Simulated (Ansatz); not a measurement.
Cartesian coordinates in Å:
```
C 0.806 1.634 2.016
Sn 1.118 0.596 0.163
C 2.460 -1.050 0.480
C -0.786 -0.141 -0.600
C -0.546 -0.876 -1.912
C -1.720 1.039 -0.829
C -1.390 -1.091 0.424
H 0.127 2.476 1.872
H 0.376 0.958 2.756
H 1.754 2.014 2.400
H 1.800 1.676 -0.992
H 2.634 -1.587 -0.453
H 2.038 -1.742 1.211
H 3.417 -0.688 0.857
H -1.495 -1.256 -2.314
H -0.108 -0.223 -2.673
H 0.119 -1.735 -1.785
H -1.316 1.746 -1.559
H -2.688 0.688 -1.214
H -1.921 1.589 0.096
H -0.746 -1.955 0.614
H -1.580 -0.597 1.382
H -2.353 -1.478 0.062
```

Charge 0, multiplicity 1. Sn: def2 effective core potential.

Problem. List the PBE0/def2-TZVPP orbital energies in eV (Ansatz 0.2.0). (An estimate is asked.)

Solution. Ansatz gave: Occupied: -278.38, -277.86, -277.83, -277.83, -277.76, -277.76, -139.10, -93.73, -93.71, -93.70, -27.55, -27.54, -27.53, -27.41, -27.41, -22.51, -19.28, -19.21, -19.19, -18.83, -15.25, -13.45, -12.26, -12.26, -11.89, -11.33, -11.10, -11.10, -11.01, -10.75, -10.75, -10.23, -9.33, -9.32, -8.16, -7.83, -6.85. Lowest empty: 0.64, 0.82, 1.00, 1.24, 2.00, 2.22, 2.54, 2.69.
